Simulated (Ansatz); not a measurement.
`CN([SiH2]O)[SiH](F)F` + `C=C=N` → `C=C=N[SiH](F)F` + `CN[SiH2]O`  (ligand exchange at the Si–N bond)

Gas-phase electronic energies from Ansatz, PBE0-D4/def2-TZVP geometries. CCSD(T)/CBS is the MP2 limit (def2-TZVPP, def2-QZVPP) plus CCSD(T) − MP2 in def2-TZVPP, frozen cores. This one scheme is used for every species. One conformer a species, not always the lowest.

`CN([SiH2]O)[SiH](F)F`:

Z-matrix (Å, degrees):
```
C
N 1 1.472
H 1 1.092 2 110.8
H 1 1.093 2 110.2 3 -118.7
H 1 1.093 2 111.7 3 121.1
Si 2 1.728 1 116.8 3 152.8
Si 2 1.695 1 118.2 3 -31.0
O 6 1.643 2 113.6 1 63.5
H 6 1.484 2 105.9 1 -173.4
H 6 1.479 2 109.1 1 -51.3
F 7 1.589 2 110.0 1 51.8
F 7 1.591 2 111.5 1 -63.3
H 7 1.468 2 111.9 1 174.5
H 8 0.958 6 118.2 2 65.9
```

`C=C=N`:

```xyz
6

C     0.218   -0.378    0.867
C     0.050    0.075   -0.346
N    -0.004    0.448   -1.503
H     0.721    0.227    1.609
H    -0.155   -1.356    1.139
H    -0.829    0.983   -1.766
```

`C=C=N[SiH](F)F`:

```xyz
9

C    -0.984   -1.958    0.339
C    -0.711   -0.712    0.068
N    -0.516    0.453   -0.194
Si    0.798    1.531   -0.299
F     2.152    0.891    0.214
F     0.477    2.754    0.646
H    -1.225   -2.251    1.351
H    -0.961   -2.701   -0.447
H     0.969    1.992   -1.679
```

`CN[SiH2]O`:

Z-matrix (Å, degrees):
```
C
N 1 1.446
H 1 1.097 2 113.4
H 1 1.093 2 109.4 3 -120.0
H 1 1.094 2 111.4 3 121.9
Si 2 1.705 1 125.5 3 97.3
H 2 1.008 1 113.7 3 -65.2
O 6 1.652 2 118.0 1 -83.0
H 6 1.489 2 105.4 1 38.4
H 6 1.479 2 107.7 1 160.6
H 8 0.958 6 117.8 2 73.7
```

```tsv
species	CCSD/CBS(def2) energy (Eh)
`CN([SiH2]O)[SiH](F)F`	-950.08451
`C=C=N`	-132.52497
`C=C=N[SiH](F)F`	-621.34768
`CN[SiH2]O`	-461.25878
```

Problem. Work out ΔE.

Solution. ΔE = (-621.34768) + (-461.25878) − (-950.08451) − (-132.52497) = 0.00302 Eh = +0.08 eV. CCSD(T)/CBS gives +0.10 eV.

Largest T1 diagnostic among the species: 0.015.

In def2-TZVPP, CCSD(T) changes the Hartree–Fock value by +0.18 eV (the triples alone add +0.02 eV) and MP2 by +0.14 eV. The D4 term adds +0.08 eV with B3LYP and +0.04 eV with PBE0; it sums over pairs of atoms, weighted by their polarisabilities, and B3LYP, whose exchange is more repulsive, gets the larger term.

B3LYP here is the variant with VWN-RPA as its local correlation; programs differ in this.
